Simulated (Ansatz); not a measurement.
`C[SiH](F)P` + `O[SiH2][SiH2]CF` → `O[SiH2][SiH2]P` + `C[SiH](F)CF`  (redistribution)

Computed with Ansatz on PBE0-D4/def2-TZVP structures; ΔE is electronic, products minus reactants. CBS: MP2 limit from def2 TZ/QZ plus the TZ coupled-cluster correction, frozen cores. Functionals use def2-TZVPP. B3LYP here is the variant with VWN-RPA as its local correlation; programs differ in this. One conformer a species, not always the lowest.

`C[SiH](F)P`:

Cartesian coordinates in Å:
```
C -0.881 0.142 -1.005
Si -0.346 -0.160 0.746
F -1.068 0.930 1.680
P 1.866 0.005 1.123
H -0.431 -0.599 -1.671
H -1.968 0.067 -1.093
H -0.575 1.135 -1.342
H -0.780 -1.503 1.215
H 2.130 -1.042 0.196
H 2.053 1.025 0.151
```

`O[SiH2][SiH2]CF`:

Z-matrix (Å, degrees):
```
Si
Si 1 2.351
O 1 1.655 2 112.0
H 1 1.490 2 109.3 3 123.8
H 1 1.485 2 109.8 3 -116.9
C 2 1.903 1 110.7 3 176.8
H 2 1.491 1 110.7 3 -62.0
H 2 1.491 1 111.0 3 58.0
H 3 0.958 1 117.5 2 65.4
F 6 1.392 2 110.2 1 53.8
H 6 1.095 2 111.5 1 173.8
H 6 1.095 2 111.0 1 -66.0
```

`O[SiH2][SiH2]P`:

```xyz
11

O     0.976   -0.761    1.580
Si    0.308    0.681    1.120
Si   -1.159    0.164   -0.623
P    -0.158   -1.041   -2.252
H     1.606   -0.750    2.302
H    -0.377    1.344    2.269
H     1.355    1.629    0.635
H    -2.321   -0.622   -0.126
H    -1.678    1.420   -1.233
H     0.955   -0.163   -2.343
H     0.494   -1.902   -1.328
```

`C[SiH](F)CF`:

Cartesian coordinates in Å:
```
C -0.757 1.104 0.834
Si -0.448 -0.576 0.123
F -1.659 -0.996 -0.844
C 1.107 -0.594 -0.948
F 2.190 -0.196 -0.162
H -0.901 1.845 0.045
H -1.642 1.105 1.475
H 0.101 1.411 1.438
H -0.341 -1.611 1.182
H 1.324 -1.589 -1.349
H 1.027 0.097 -1.794
```

```
             level  ΔE (kJ/mol)  difference from CCSD(T)/CBS
            PBE-D4        -12.3                          2.2
         r2SCAN-D4        -13.7                          0.8
           PBE0-D4        -14.2                          0.3
          B3LYP-D4        -14.4                          0.1
           ωB97X-V        -13.8                          0.7
           ωB97M-V        -14.1                          0.4
            B2PLYP        -13.8                          0.7
               PBE        -11.2                          3.3
            r2SCAN        -13.4                          1.1
              PBE0        -13.2                          1.3
             B3LYP        -12.6                          1.9
     HF/def2-TZVPP        -15.8                         -1.3
    MP2/def2-TZVPP        -15.5                         -1.0
SCS-MP2/def2-TZVPP        -15.0                         -0.5
   CCSD/def2-TZVPP        -15.1                         -0.6
CCSD(T)/def2-TZVPP        -14.7                         -0.2
     HF/def2-QZVPP        -15.4                         -0.9
    MP2/def2-QZVPP        -15.3                         -0.8
SCS-MP2/def2-QZVPP        -14.8                         -0.3
      HF/CBS(def2)        -15.4                         -0.9
     MP2/CBS(def2)        -15.3                         -0.8
    CCSD/CBS(def2)        -14.8                         -0.3
       CCSD(T)/CBS        -14.5                            0
```

Largest T1 diagnostic among the species: 0.013.
